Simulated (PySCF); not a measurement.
**Molecular orbitals of TlGe⁺**

PBE at R = 3.242 Å; PySCF, scalar-relativistic core potentials, basis sets Tl def2-SVP with ECP60, Ge def2-SVP. State: ³Π (triplet), unpaired electrons σ ↑, π ↑. Only the outer orbitals are listed, counted within each symmetry, core potentials removing the inner ones.

```tsv
spin	orbital	occ.	ε (eV)	on Tl (%)	main shells (%)
α	10σ	1	-17.20	11	88 Ge s, 9 Tl s
α	11σ	1	-15.08	87	87 Tl s, 10 Ge s
α	12σ	1	-9.85	27	72 Ge p, 24 Tl p
α	6π	1	-9.40	8	92 Ge p
α	6π	0	-9.26	9	91 Ge p, 8 Tl p
α	7π	0	-7.26	91	91 Tl p, 8 Ge p
α	7π	0	-7.25	92	92 Tl p
β	10σ	1	-16.06	26	73 Ge s, 24 Tl s
β	11σ	1	-14.68	74	74 Tl s, 24 Ge s
β	6π	0	-8.62	14	85 Ge p, 14 Tl p
β	12σ	0	-8.57	39	59 Ge p, 37 Tl p
β	6π	0	-7.91	37	63 Ge p, 36 Tl p
```

**Question.** Which are the highest filled and the lowest empty level, where do they sit, and how wide is the gap?

**Answer.** Highest filled α 6π at -9.40 eV (in %: 92 Ge p); lowest empty α 6π at -9.26 eV (in %: 91 Ge p, 8 Tl p); the gap at PBE is 0.14 eV. Both belong to one degenerate shell, split only by its one-sided filling, so this is no excitation gap.

```json
{
 "bond order (Mayer)": "0.60",
 "⟨S²⟩": "2.002",
 "charge on Tl (Mulliken, basis-dependent)": "0.67",
 "charge on Tl (Löwdin, basis-dependent)": "0.60",
 "dipole moment (positive dipole points towards Ge; it is taken about the centre of mass and depends on that origin)": "1.16 D",
 "polarisability along the bond": "117.4 bohr³",
 "polarisability across the bond": "38.7 bohr³"
}
```

These are scalar-relativistic numbers at best; spin–orbit coupling would shift them, the dissociation energy most. The state was picked by a PBE0 search and need not be the measured ground state.
